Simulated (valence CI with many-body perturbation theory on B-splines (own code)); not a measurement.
**Which ion has this spectrum?**

A relativistic CI+MBPT calculation for an atom or ion with 13 electrons gives these levels (eV):

| J | Parity | E | g |
| --- | --- | --- | --- |
| 1/2 | odd | 0.00 | 0.66 |
| 3/2 | odd | 5.78 | 1.33 |
| 1/2 | even | 38.90 | 2.64 |
| 3/2 | even | 41.58 | 1.73 |
| 5/2 | even | 44.20 | 1.57 |
| 3/2 | even | 52.77 | 0.82 |
| 5/2 | even | 53.97 | 1.23 |
| 1/2 | even | 62.18 | 1.39 |
| 1/2 | even | 68.04 | 1.30 |
| 3/2 | even | 69.46 | 1.32 |
| 3/2 | even | 80.01 | 0.80 |
| 5/2 | even | 80.76 | 1.20 |
| 3/2 | odd | 99.09 | 1.04 |
| 5/2 | odd | 101.14 | 1.20 |

The energies are calculated, with errors of perhaps 400 cm⁻¹, more in some levels.

(1) Which is it?
A. Ga18+
B. Se21+
C. Ge19+
D. Zn17+

Results:

(1) A. Ga18+, ground level 3s2 3p 2P°_1/2.
